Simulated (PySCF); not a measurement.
SMILES c1ccc(Sc2cccs2)nc1, GFN2-xTB optimised geometry.

```
19

C     -2.81    -2.07     0.00
C     -3.47    -0.84     0.00
C     -2.73     0.32     0.00
C     -1.34     0.21     0.00
S     -0.36     1.67     0.00
C      1.29     1.08    -0.03
C      2.36     1.92    -0.08
C      3.59     1.23    -0.09
C      3.43    -0.11    -0.04
S      1.77    -0.59     0.01
N     -0.71    -0.95     0.00
C     -1.43    -2.07     0.00
H     -3.36    -2.99     0.00
H     -4.55    -0.80     0.00
H     -3.19     1.30     0.00
H      2.27     2.99    -0.11
H      4.55     1.72    -0.12
H      4.18    -0.87    -0.04
H     -0.85    -2.98     0.00
```

Density from B3LYP/def2-SVP in PySCF at that geometry.

Minimum of the electron density along straight lines between bonded atoms, close to the bond critical point (lines longer than 1.1 times the sum of covalent radii, or with two minima, are not listed):

```tsv
bond	length / Å	ρ at the minimum / e bohr⁻³	∇²ρ there / e bohr⁻⁵	position (fraction from the first atom)
C1–C2	1.393	0.310	-0.80	0.50
C2–C3	1.379	0.317	-0.82	0.50
C3–C4	1.397	0.308	-0.79	0.49
C4–S5	1.755	0.206	-0.44	0.48
S5–C6	1.754	0.201	-0.42	0.53
C6–C7	1.365	0.320	-0.81	0.52
C7–C8	1.410	0.298	-0.74	0.50
C8–C9	1.356	0.327	-0.84	0.49
C6–S10	1.731	0.211	-0.47	0.49
C9–S10	1.725	0.219	-0.51	0.48
C4–N11	1.317	0.358	-1.11	0.36
C1–C12	1.382	0.318	-0.83	0.50
N11–C12	1.322	0.347	-0.91	0.65
C1–H13	1.078	0.285	-1.09	0.63
C2–H14	1.080	0.285	-1.11	0.64
C3–H15	1.078	0.285	-1.10	0.63
C7–H16	1.075	0.284	-1.09	0.63
C8–H17	1.075	0.284	-1.09	0.63
C9–H18	1.072	0.285	-1.10	0.64
C12–H19	1.081	0.289	-1.14	0.64
```
